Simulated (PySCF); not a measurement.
BeFBr, SMILES [F][Be][Br].

Geometry optimised at PBE0-D3(BJ)/def2-TZVP.

All values below come from IEF-PCM-ωB97X/def2-SVP (PySCF).

The values are the electrostatic part of the solvation free energy, E(continuum) − E(gas) at the gas-phase geometry, in a cavity of scaled van der Waals radii (PySCF's table); cavitation and dispersion terms are not included. A continuum can't describe solvent molecules that bind to the metal. In vacuum the orbital gap is 12.73 eV. The dipole moment in vacuum is 0.22 D.

| solvent | ε | ΔG(elec) (kcal/mol) | dipole (D) | gap (eV) |
|---|---|---|---|---|
| water | 78.36 | -6.9 | 0.12 | 13.03 |
| dichloromethane | 8.93 | -5.8 | 0.06 | 12.98 |
| dimethylsulfoxide | 46.83 | -6.8 | 0.11 | 13.02 |
